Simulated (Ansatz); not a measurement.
```yaml
crystal:
  periodic: [true, true, true]
  atoms:
    - {symbol: C, position_ang: [-0.774686, 0.089128, -0.686908]}
    - {symbol: Si, position_ang: [0.857940, 0.931340, -0.355899]}
    - {symbol: Sn, position_ang: [0.114619, -0.945703, 1.068835]}
    - {symbol: H, position_ang: [-0.860542, -0.512293, -1.588441]}
    - {symbol: H, position_ang: [-1.683734, 0.649703, -0.483777]}
    - {symbol: H, position_ang: [0.822204, 2.320684, 0.161890]}
    - {symbol: H, position_ang: [1.946048, 0.729965, -1.343388]}
    - {symbol: H, position_ang: [0.482664, -2.569020, 0.737648]}
    - {symbol: H, position_ang: [-0.816014, -0.739904, 2.473042]}
basis:
  gaussian: {orbitals: def2-SVP, point_charges: [{charge: -1.00, position_ang: [5.891, -0.593, -0.885]}]}
magnetization: {spin_polarized: true, initial_magnetization: 2}
hamiltonian: {xc: {name: PBE}}
accuracy: high
```

```sh
$ ansatz run in.yaml --threads 2 --pin off --events-out ev --progress --plain --max-ram 4352MiB
```

Task: How does Ansatz answer? (Best estimate.)

Result: Computed: The program refused the input.
```
Error: YAML parse error: error: line 2 column 3: crystal: missing field `lattice` (a structure is typed as `lattice` and `atoms`, a molecule's as `atoms` in Å alone, or read from a run's directory, `checkpoint`)
 --> <input>:2:3
1 | crystal:
2 |   periodic: [true, true, true]
3 |   atoms:
4 |     - {symbol: C, position_ang: [-0.774686, 0.089128, -0.686908]}
```
